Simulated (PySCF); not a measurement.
Compound: C8H5S (charge -1).
SMILES with atom numbers: `[CH:1]#[C:2][c:3]1[cH:4][cH:5][cH:6][cH:7][c:8]1[S-:9]`

Cartesian coordinates in Å at the GFN2-xTB level; atoms count from 1:
```xyz
14
C8H5S angstrom
C      3.286   -0.396    0.194
C      2.096   -0.237    0.122
C      0.697   -0.085    0.037
C     -0.102   -1.218   -0.071
C     -1.478   -1.119   -0.153
C     -2.066    0.145   -0.123
C     -1.293    1.273   -0.019
C      0.113    1.212    0.063
S      1.032    2.635    0.184
H      4.329   -0.497    0.257
H      0.375   -2.193   -0.093
H     -2.090   -2.009   -0.239
H     -3.147    0.234   -0.184
H     -1.753    2.253    0.002
```

Definitions: NICS(0) = −σiso at the ring centroid; NICS(1) = −σiso and NICS(1)zz = −σzz at ±1 Å along the ring normal z. Level: GIAO PBE0/pcSseg-1 (PySCF, non-relativistic, gas phase) on the GFN2-xTB geometry, one conformer.

Ring bond lengths (Å), with Mayer bond orders in brackets: C3–C4 1.391 (1.40), C4–C5 1.382 (1.45), C5–C6 1.394 (1.34), C6–C7 1.372 (1.50), C7–C8 1.409 (1.29), C8–C3 1.423 (1.22).

Q: Give the NICS values of each ring in ppm.

A: 
| ring | type | NICS(0) | NICS(1), two faces | NICS(1)zz, two faces | rms pucker (Å) | centre to ring atoms, mean (Å) |
| --- | --- | --- | --- | --- | --- | --- |
| C3–C4–C5–C6–C7–C8 | 6-membered carbocycle; formal bonds all aromatic | -4.2 | -7.2 / -7.2 | -15.6 / -15.6 | 0.00 | 1.39 |

Q: What do they say, and how far can they be read as aromaticity?

A: 
- C3–C4–C5–C6–C7–C8: mean NICS(1)zz -15.6 ppm, shielded.

Q: How equal are the bonds by HOMA? HOMA = 1 − mean of α(R − Ropt)² over the ring bonds, with Krygowski's 1993 parameters (CC: Ropt 1.388 Å, α 257.7 Å⁻²).

A: 
- C3–C4–C5–C6–C7–C8: HOMA 0.92 = 1 − EN − GEO, with mean bond length 1.395 Å, EN = α(Ropt − mean)² = 0.013 and GEO = α × variance = 0.071.

Q: Give the inner angles of the rings and the Hirshfeld charges of the ring atoms.

A: 
- C3–C4–C5–C6–C7–C8: C3 120.5° (-0.038 e), C4 121.2° (-0.072 e), C5 118.9° (-0.114 e), C6 120.6° (-0.082 e), C7 122.1° (-0.090 e), C8 116.7° (-0.030 e); sum 720.0° against 720° for a flat convex ring.
